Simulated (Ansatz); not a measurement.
A geometry relaxed with B3LYP-D3(BJ)/def2-SVP (Ansatz, a quantum-chemistry and plane-wave program), charge 0, multiplicity 1:

```xyz
21

H      0.8186    -2.0891     0.3302
C     -0.8060     0.9063    -0.1411
C     -3.2194     0.5926    -0.0797
H     -4.2304     1.0025    -0.1405
C     -2.1275     1.4237    -0.2176
H      0.2088     2.8011    -0.4487
C     -0.6229    -0.4977     0.0828
H     -3.9123    -1.4437     0.2492
C      0.7000    -1.0149     0.1594
Si     3.5509    -0.9121     0.1290
H      4.3199    -0.2739     1.2392
C      0.3460     1.7299    -0.2780
C     -3.0391    -0.7960     0.1416
H      3.4669    -2.3813     0.3710
H     -1.6259    -2.3978     0.3913
H     -2.2641     2.4947    -0.3883
C     -1.7693    -1.3276     0.2207
C      1.8140    -0.2014     0.0240
H      2.4769     1.8555    -0.3080
H      4.3032    -0.6658    -1.1378
C      1.6117     1.1950    -0.1987
```

**Question.** Write the SMILES of this molecule.

**Answer.** `[SiH3]c1ccc2ccccc2c1`
